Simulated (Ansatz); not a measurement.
## Abstraction of Br: SiH2(CH3)Br + SnH3 → SiH2(CH3) + SnH3Br

Gas-phase species: SiH2(CH3)Br, singlet; SnH3 `[SnH3]`, doublet; SiH2(CH3), doublet; SnH3Br `[Br][SnH3]`, singlet. A radical takes Br: the energy is the difference in strength between the Si–Br bond broken and the Sn–Br bond made.

Shapes, held fixed at every level: PBE0-D4/def2-TZVP. Programs: Ansatz 0.2.0. The zero-point and thermal change to 298 K, harmonic and unscaled (PBE0-D4/def2-TZVP), is -0.6 kJ/mol.

(1) Estimate ΔH(298 K) of this reaction.

## Answers

(1) The highest level, CCSD(T)/def2-TZVPP, gives ΔH(298 K) = +64.6 kJ/mol; the levels span +53.0 to +64.6. The column of differences is taken from that level and isn't an error. No measured value is set beside it here. Open shells run unrestricted. For atoms past krypton def2 sets carry core potentials with scalar relativity. Relativity is left out for Br. Outer-core shells of Br, Sn are correlated, in sets that cover them unevenly.

| level | kind | ΔH(298 K) (kJ/mol) | less CCSD(T)/def2-TZVPP |
| --- | --- | --- | --- |
| MP2/def2-SVP | perturbation theory | +59.2 | -5.4 |
| HF/def2-SVP | Hartree–Fock | +53.0 | -11.6 |
| r2SCAN-D4/def2-TZVPP | meta-GGA | +60.2 | -4.4 |
| CCSD(T)/def2-SVP | coupled cluster or CI | +58.4 | -6.2 |
| CCSD/def2-SVP | coupled cluster or CI | +57.7 | -6.9 |
| CCSD/def2-TZVPP | coupled cluster or CI | +64.4 | -0.2 |
| CCSD(T)/def2-TZVPP | coupled cluster or CI | +64.6 | 0.0 |
